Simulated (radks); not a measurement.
Values are calculated unless marked as measured or tabulated.
How relativity changes the ionisation of neutral tantalum ([Xe] 4f14 5d3 6s2) to Ta+ ([Xe] 4f14 5d3 6s1). Spin-unpolarised spherical Kohn-Sham, LDA (Slater exchange, Perdew-Wang correlation), point nucleus unless stated (finite: rms radius 5.3507 fm), a radial shooting solver on a logarithmic mesh with Libxc functionals. A level marked "c x" has the speed of light scaled by that factor and shares open shells by 2j + 1; other Dirac levels either fill j = l - 1/2 first or share by 2j + 1.

level,E(Ta) (hartree),E(Ta+) (hartree),IE (eV),HOMO,<r> HOMO (bohr)
non-rel.,-14795.8535,-14795.5739,7.609,6s,3.609
scalar-rel.,-15595.3444,-15595.0249,8.694,5d,2.247
"scalar-rel., finite nucleus",-15593.0783,-15592.7589,8.691,5d,2.247
"Dirac, 2j+1 shares",-15616.6482,-15616.3287,8.696,5d5/2,2.295
"Dirac, low j first",-15616.6869,-15616.3709,8.598,5d3/2,2.209
"Dirac, 2j+1 shares, finite nucleus",-15614.3619,-15614.0424,8.693,5d5/2,2.295
"Dirac, c x 0.75",-16490.9840,-16490.6130,10.095,5d5/2,2.473
"Dirac, c x 3",-14875.6401,-14875.3569,7.705,5d5/2,2.146
"Dirac, c x 100",-14795.9243,-14795.6447,7.609,6s1/2,3.609

NIST Atomic Spectra Database: 7.550 eV (measured). The relativistic part of the total energy of Ta is -818.5 hartree (Dirac, 2j+1 shares, finite nucleus), 5.5 % of the non-relativistic value. Spin polarisation and multiplet splitting of open shells are left out at every level.

Beside tabulated values, note that relativity, absent from the non-relativistic runs, is large for the heavy elements, and spin-unpolarised runs miss the spin-polarisation part of the exchange energy of open shells.
